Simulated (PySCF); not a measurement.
Molecule (SMILES): [Al][Cl] (Al-Cl) (closed-shell singlet).
Geometry (B3LYP-D3(BJ)/def2-TZVP, fixed):
```
Al
Cl 1 2.1602
```
Charge 0, spin multiplicity 1.

Basis-set convergence of the mean static polarisability at HF with PySCF. All functions are spherical. Density fitting with generated auxiliary sets. No added dispersion term, no relativity. Reference: the value in aug-pcseg-3, 53.80 bohr³, itself unsure by roughly 0.2 % (its mean distance from aug-cc-pV(Q+d)Z, aug-pcseg-2, aug-cc-pV(T+d)Z). Deviations are taken from unrounded values.

```tsv
basis	functions	mean static polarisability (bohr³)	minus reference (%)
STO-3G	18	15.00	-72.1
3-21G	26	44.11	-18.0
6-31G	26	44.46	-17.4
6-31G**	36	45.80	-14.9
6-31+G*	44	48.15	-10.5
6-311G**	52	46.06	-14.4
6-311+G**	60	48.25	-10.3
6-311++G(2d,2p)	70	50.50	-6.1
6-311++G(3df,3pd)	94	52.91	-1.7
```

Of the sets listed that have larger relatives (same family, alike in diffuse functions), none stays within 5 % of the reference together with them. Inside, with no larger relative to test it: 6-311++G(3df,3pd).
